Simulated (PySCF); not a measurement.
# Computed records: AlB₂H₂O, AlBH₂NO, BH₂OSi, AlBClO and others

Calculation on a computer-drawn molecule: the log of a Hartree-Fock and frozen-core CCSD(T) single point meant for a local Hartree-Fock minimum, with one planted fault or none, to be diagnosed. Offsets are logged minus clean, where the clean run is the same molecule without the fault. The reference is restricted for singlets and unrestricted otherwise, and also for a bond in bohr or an excited solution. Adding or removing an electron swaps singlet and doublet. The excited solution moves the top pair (singlet) or top alpha electron (doublet) to the lowest empty orbital. Highest occupied and lowest empty are orbital energies over both spins, largest force is the largest gradient component, triples share is (T) over the correlation energy, the T1 limit is 0.02 restricted and 0.045 unrestricted, electrons count all cores, a negative frequency is imaginary (commonest isotopes), and the dipole is about the centre of nuclear charge. Program: PySCF 2.14.0.

Common to all runs: meant basis cc-pV(D+d)Z; logged SCF converged yes; possible faults no fault, one electron removed, one electron added, multiplicity raised by two, geometry at a saddle point, SCF held on an excited solution, minimal basis STO-3G, one bond length entered in bohr, all coordinates scaled.

(1) 
```xyz
6
formula=AlB2H2O meant_charge=1 meant_multiplicity=1 logged_electrons=31 logged_basis_functions=75 logged_spin_squared=0.7574 logged_highest_occupied=-22.32 logged_lowest_empty=-13.151 logged_largest_force=0.17403 logged_T1_diagnostic=0.065561 logged_D1_diagnostic=0.34547 logged_triples_share=0.031622 logged_CC_converged=yes logged_dipole_magnitude=3.2319 logged_SCF_stable_within_its_kind=yes logged_energy_HF=-366.50566 logged_energy_CCSD(T)=-366.85999 planted_fault=one_electron_removed HF_energy_offset_from_clean_run=344.1 CCSD(T)_energy_offset_from_clean_run=382.9
O     -0.8613    -3.2698    -0.2618
B     -0.5080    -2.1515    -0.3894
B     -0.1141    -0.5121    -0.4648
Al    -1.2008     0.9084     0.7610
H      0.7399    -0.0641    -1.1603
H     -1.9608     1.9450     1.6245
```

Units: logged_highest_occupied, logged_lowest_empty in eV; logged_largest_force in hartree/bohr; logged_dipole_magnitude in debye; logged_energy_HF, logged_energy_CCSD(T) in hartree; HF_energy_offset_from_clean_run, CCSD(T)_energy_offset_from_clean_run in kcal/mol.

Drawn bonds:
```tsv
atom	other atom	order
1	2	2
2	3	1
3	4	1
3	5	1
4	6	1
```

Notes: T1 above single-reference limit.

(2) 
```xyz
6
formula=AlBH2NO meant_charge=1 meant_multiplicity=1 logged_electrons=34 logged_basis_functions=75 logged_spin_squared=0 logged_highest_occupied=-17.309 logged_lowest_empty=-5.0089 logged_largest_force=0.038832 logged_T1_diagnostic=0.018484 logged_D1_diagnostic=0.04517 logged_triples_share=0.029818 logged_CC_converged=yes logged_dipole_magnitude=9.7567 logged_SCF_stable_within_its_kind=yes logged_energy_HF=-396.90653 logged_energy_CCSD(T)=-397.4011 planted_fault=all_coordinates_scaled,by_-1.6_% HF_energy_offset_from_clean_run=1.296 CCSD(T)_energy_offset_from_clean_run=3.722
O     -1.6022    -1.2955    -2.2931
B     -1.6453    -0.8703    -1.2103
N     -1.5930    -0.2984     0.0614
Al    -0.4038     0.7808     0.6384
H     -2.3486    -0.5840     0.6449
H      0.6403     1.7373     1.1679
```

Units: logged_highest_occupied, logged_lowest_empty in eV; logged_largest_force in hartree/bohr; logged_dipole_magnitude in debye; logged_energy_HF, logged_energy_CCSD(T) in hartree; HF_energy_offset_from_clean_run, CCSD(T)_energy_offset_from_clean_run in kcal/mol.

Drawn bonds:
```tsv
atom	other atom	order
1	2	2
2	3	1
3	4	1
3	5	1
4	6	1
```

(3) 
```xyz
6
formula=AlBH2NO meant_charge=1 meant_multiplicity=1 logged_electrons=34 logged_basis_functions=75 logged_spin_squared=2.1309 logged_highest_occupied=-11.204 logged_lowest_empty=-7.9602 logged_largest_force=0.17274 logged_T1_diagnostic=0.06196 logged_D1_diagnostic=0.27296 logged_triples_share=0.033559 logged_CC_converged=yes logged_dipole_magnitude=4.7595 logged_SCF_stable_within_its_kind=yes logged_energy_HF=-396.74727 logged_energy_CCSD(T)=-397.22549 planted_fault=multiplicity_raised_by_two HF_energy_offset_from_clean_run=101.2 CCSD(T)_energy_offset_from_clean_run=113.9
O     -1.6282    -1.3166    -2.3304
B     -1.6721    -0.8844    -1.2299
N     -1.6189    -0.3032     0.0624
Al    -0.4104     0.7935     0.6488
H     -2.3867    -0.5935     0.6554
H      0.6507     1.7656     1.1869
```

Units: logged_highest_occupied, logged_lowest_empty in eV; logged_largest_force in hartree/bohr; logged_dipole_magnitude in debye; logged_energy_HF, logged_energy_CCSD(T) in hartree; HF_energy_offset_from_clean_run, CCSD(T)_energy_offset_from_clean_run in kcal/mol.

Drawn bonds:
```tsv
atom	other atom	order
1	2	2
2	3	1
3	4	1
3	5	1
4	6	1
```

Notes: T1 above single-reference limit.

(4) 
```xyz
5
formula=BH2OSi meant_charge=1 meant_multiplicity=1 logged_electrons=27 logged_basis_functions=61 logged_spin_squared=0.7563 logged_highest_occupied=-26.669 logged_lowest_empty=-14.986 logged_largest_force=0.17696 logged_T1_diagnostic=0.019162 logged_D1_diagnostic=0.050248 logged_triples_share=0.023495 logged_CC_converged=yes logged_dipole_magnitude=3.0744 logged_SCF_stable_within_its_kind=yes logged_energy_HF=-388.74644 logged_energy_CCSD(T)=-389.04693 planted_fault=one_electron_removed HF_energy_offset_from_clean_run=383.1 CCSD(T)_energy_offset_from_clean_run=428.2
O     -2.4378     1.5040    -1.7250
B     -1.3639     1.1581    -1.4076
Si     0.4661     0.5679    -0.8666
H      1.3656     1.5085    -0.2031
H      0.8963    -0.8017    -1.1371
```

Units: logged_highest_occupied, logged_lowest_empty in eV; logged_largest_force in hartree/bohr; logged_dipole_magnitude in debye; logged_energy_HF, logged_energy_CCSD(T) in hartree; HF_energy_offset_from_clean_run, CCSD(T)_energy_offset_from_clean_run in kcal/mol.

Drawn bonds:
```tsv
atom	other atom	order
1	2	2
2	3	1
3	4	1
3	5	1
```

(5) 
```xyz
5
formula=BH2OSi meant_charge=1 meant_multiplicity=1 logged_electrons=28 logged_basis_functions=61 logged_spin_squared=0 logged_highest_occupied=-20.734 logged_lowest_empty=-7.4242 logged_largest_force=0.30691 logged_T1_diagnostic=0.018467 logged_D1_diagnostic=0.049895 logged_triples_share=0.02915 logged_CC_converged=yes logged_dipole_magnitude=6.5051 logged_SCF_stable_within_its_kind=yes logged_energy_HF=-389.29517 logged_energy_CCSD(T)=-389.65305 planted_fault=all_coordinates_scaled,by_-9.3_% HF_energy_offset_from_clean_run=38.77 CCSD(T)_energy_offset_from_clean_run=47.88
O     -2.2111     1.3642    -1.5646
B     -1.2370     1.0504    -1.2767
Si     0.4228     0.5151    -0.7860
H      1.2386     1.3682    -0.1842
H      0.8130    -0.7271    -1.0314
```

Units: logged_highest_occupied, logged_lowest_empty in eV; logged_largest_force in hartree/bohr; logged_dipole_magnitude in debye; logged_energy_HF, logged_energy_CCSD(T) in hartree; HF_energy_offset_from_clean_run, CCSD(T)_energy_offset_from_clean_run in kcal/mol.

Drawn bonds:
```tsv
atom	other atom	order
1	2	2
2	3	1
3	4	1
3	5	1
```

(6) 
```xyz
4
formula=AlBClO meant_charge=0 meant_multiplicity=2 logged_electrons=43 logged_basis_functions=74 logged_spin_squared=0.8451 logged_highest_occupied=-6.9142 logged_lowest_empty=-2.4468 logged_largest_force=0.037677 logged_dipole_magnitude=5.1115 logged_SCF_stable_within_its_kind=no logged_energy_HF=-800.98664 planted_fault=SCF_held_on_an_excited_solution HF_energy_offset_from_clean_run=56.77
O     -1.1151    -3.3208     3.5816
B     -0.2701    -2.4950     3.4637
Al     1.1752    -0.9205     3.2999
Cl     3.0401    -1.4810     2.4753
```

Units: logged_highest_occupied, logged_lowest_empty in eV; logged_largest_force in hartree/bohr; logged_dipole_magnitude in debye; logged_energy_HF in hartree; HF_energy_offset_from_clean_run in kcal/mol.

Drawn bonds:
```tsv
atom	other atom	order
1	2	2
2	3	1
3	4	1
```

Notes: coupled-cluster numbers left out as unreliable.

(7) 
```xyz
7
formula=BH3O2Si meant_charge=0 meant_multiplicity=1 logged_electrons=38 logged_basis_functions=80 logged_spin_squared=0.6437 logged_highest_occupied=-9.5109 logged_lowest_empty=0.34325 logged_largest_force=0.022115 logged_T1_diagnostic=0.06029 logged_D1_diagnostic=0.26477 logged_triples_share=0.035606 logged_CC_converged=yes logged_dipole_magnitude=1.871 logged_SCF_stable_within_its_kind=yes logged_energy_HF=-465.00378 logged_energy_CCSD(T)=-465.59951
O     -0.2656    -0.2822     1.2626
Si    -1.6376     0.2371     1.6080
B     -2.1905     1.9257     0.5852
O     -1.2493     2.3488    -0.2632
H     -2.5254    -0.4079     2.6022
H     -4.1278     3.0857     0.7367
H     -0.4673     1.8069    -0.2667
```

Units: logged_highest_occupied, logged_lowest_empty in eV; logged_largest_force in hartree/bohr; logged_dipole_magnitude in debye; logged_energy_HF, logged_energy_CCSD(T) in hartree.

Drawn bonds:
```tsv
atom	other atom	order
1	2	2
2	3	1
3	4	1
2	5	1
3	6	1
4	7	1
```

Notes: T1 above single-reference limit.

(8) 
```xyz
8
formula=CH4AlOSi meant_charge=0 meant_multiplicity=2 logged_electrons=46 logged_basis_functions=94 logged_spin_squared=0 logged_highest_occupied=-2.8622 logged_lowest_empty=5.8557 logged_largest_force=0.052623 logged_T1_diagnostic=0.020404 logged_D1_diagnostic=0.062397 logged_triples_share=0.034707 logged_CC_converged=yes logged_dipole_magnitude=2.4303 logged_SCF_stable_within_its_kind=yes logged_energy_HF=-645.92381 logged_energy_CCSD(T)=-646.47489
O     -2.9341    -1.1434    -1.0785
Si    -1.4480    -1.2539    -0.8916
C     -0.5922    -2.3607     0.2924
Al     1.3273    -2.5930     0.6262
H     -0.4888    -0.4515    -1.6722
H     -1.2884    -2.9638     0.8802
H      2.3514    -1.7338    -0.2097
H      1.7948    -3.6285     1.7172
```

Units: logged_highest_occupied, logged_lowest_empty in eV; logged_largest_force in hartree/bohr; logged_dipole_magnitude in debye; logged_energy_HF, logged_energy_CCSD(T) in hartree.

Drawn bonds:
```tsv
atom	other atom	order
1	2	2
2	3	1
3	4	1
2	5	1
3	6	1
4	7	1
4	8	1
```

Notes: T1 above single-reference limit.

To be estimated
1. BH₃O₂Si (entry 7): planted fault?
2. Which fault was planted in the run of CH₄AlOSi (entry 8)?

Calculated values
1. one bond length entered in bohr, row 5 of the drawn bonds
2. one electron added

Further results for BH₃O₂Si (entry 7):

- HF energy offset from clean run: 76.35 kcal/mol
- CCSD(T) energy offset from clean run: 74.88 kcal/mol

Further results for CH₄AlOSi (entry 8):

- HF energy offset from clean run: -31.07 kcal/mol
- CCSD(T) energy offset from clean run: -56.71 kcal/mol
